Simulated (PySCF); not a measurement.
## Polarisability and C₆ of Pt (platinum, neutral)

[Xe] 4f14 5d10, closed-shell 1S (an excited configuration). All numbers are calculated (PySCF 2.14, a scalar-relativistic core potential, in aug-cc-pVTZ-PP with ECP60MDF (6s6p5d3f2g, 88 functions)). Coupled (time-dependent) response in atomic units; α is the mean over directions.

```tsv
method	mean α (bohr³)	C₆ (like pair)	S(−4)
UHF	25.39	211.0	345.4
PBE	32.11	272.3	689.6
PBE0	29.54	250.3	522.4
B97-3	29.32	247.0	514.9
LC-wPBE	28.91	245.1	485.9
```

S(−4) is the Cauchy moment in α(ω) = α(0) + S(−4) ω² + …

α(iu) at UHF:

```csv
u (hartree),α(iu) (bohr³)
0,25.39
0.0500,24.58
0.100,22.61
0.200,18.26
0.300,15.06
0.500,11.07
0.750,8.064
1.00,6.114
1.50,3.850
2.00,2.643
3.00,1.459
5.00,0.6276
```

A single London oscillator, α(iu) = α/(1 + u²/ω²), gives C₆ = (3/4) ω α². Matching the computed C₆ needs ω = 4 × 211.0 / (3 × 25.39²) = 0.436 hartree.

Energies and moments cover only the electrons outside the core potential. Spin-orbit coupling, which splits the p, d and f shells strongly at this Z, is absent.
